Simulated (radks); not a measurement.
The numbers below are computed, except where a source is named.
Numerical settings for the zinc ion Zn2+, [Ar] 3d10. Level of theory: scalar-relativistic Kohn-Sham, r2SCAN, spin-polarised, spherical densities, finite nucleus; meta-GGA in the generalised Kohn-Sham scheme; Fermi nuclear charge, rms radius 3.9283 fm (a radial shooting solver on a logarithmic mesh with Libxc functionals). The defaults (mesh step 0.008 in ln r, mesh end at 40 bohr or more with all orbitals vanishing there, Anderson mixing 0.5 over 9 steps, residual threshold near 1e-9 with the energy settled to 1e-9 hartree or 1e-11 of itself, here a cap of 92 iterations) give E = -1795.271 hartree and 3d at -31.039 eV in 14 iterations. Run on one thread of a shared host, so times are rough (Arm Neoverse N1): 0.19 s of CPU time, 0.19 s wall, 14 iterations on 2189 mesh points. Changes against that run (0 stands for a change within the tolerance of the run):

setting,iterations,converged,E (mhartree),e(3d) (meV),CPU (s)
mesh step in ln r 0.03,11,yes,+0.0047,-0.0181,0.06
mesh step in ln r 0.012,11,yes,0,-0.0184,0.12
mesh step in ln r 0.12,2,no,diverged,-,0.01
mesh end (bohr) 1,11,level above zero,+5.26e+04,+2e+05,0.12
mesh end (bohr) 2,13,yes,+1.43e+03,+1.69e+04,0.16
residual threshold 1e-05,10,yes,0,-0.155,0.15
residual threshold 0.1,10,yes,0,-0.155,0.15
mixing 0.01,19,yes,0,+0.0264,0.26
"linear mixing, mixing 0.5",92,no,0,-0.00863,0.71
"linear mixing, mixing 0.8",27,no,diverged,-,0.5
mixing history 20,13,yes,0,0,0.19
iteration cap 8,8,no,0,+1.36,0.12

Settled on a wrong energy, with an occupied level pushed above zero by the early mesh end: mesh end (bohr) 1 (+52.6 hartree). Apart from these: settings that end as converged yet miss the energy by more than 1 mhartree: mesh end (bohr) 2 (+1.43 hartree). A mesh that ends early acts as a hard wall.
